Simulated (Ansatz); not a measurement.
Molecule: B2N (charge 0, doublet). SMILES: [N]([B])[B]
Coordinates optimised at B3LYP-D3(BJ)/def2-TZVP (Ansatz, a program for electronic structure):
```xyz
3

B      0.0000     0.0000    -1.3108
N      0.0000     0.0000     0.0000
B      0.0000     0.0000     1.3108
```
Charge 0, spin multiplicity 2.

Wanted: atomisation energy, in kcal/mol. Terms: dispersion terms only where a functional's name holds one; LANL2DZ all-electron up to Ne; open shells spin-unrestricted; atomisation electronic, to ground-state atoms; no spin-orbit coupling; non-relativistic. Ab initio and DFT rows: single points at B3LYP-D3(BJ) geometries (Ansatz).

```json
[
 {"species": "[B][N][B]", "coefficient": "-1", "E at B3LYP/LANL2DZ (Ansatz), Eh": "-104.30151", "E at wB97M-V/def2-TZVPD (Ansatz), Eh": "-104.30691"},
 {"species": "B atom", "coefficient": "+2", "E at B3LYP/LANL2DZ (Ansatz), Eh": "-24.65980", "E at wB97M-V/def2-TZVPD (Ansatz), Eh": "-24.64968"},
 {"species": "N atom", "coefficient": "+1", "E at B3LYP/LANL2DZ (Ansatz), Eh": "-54.59599", "E at wB97M-V/def2-TZVPD (Ansatz), Eh": "-54.59266"}
]
```

 1 Eh = 627.5095 kcal/mol.

Q: Work the quantity out at each level.

A: 
- B3LYP/LANL2DZ: the sum of coefficient times E is 0.38592 Eh, or 242.17 kcal/mol. Result: 242.2 kcal/mol.
- wB97M-V/def2-TZVPD: the sum of coefficient times E is 0.41489 Eh, or 260.35 kcal/mol. Result: 260.3 kcal/mol.
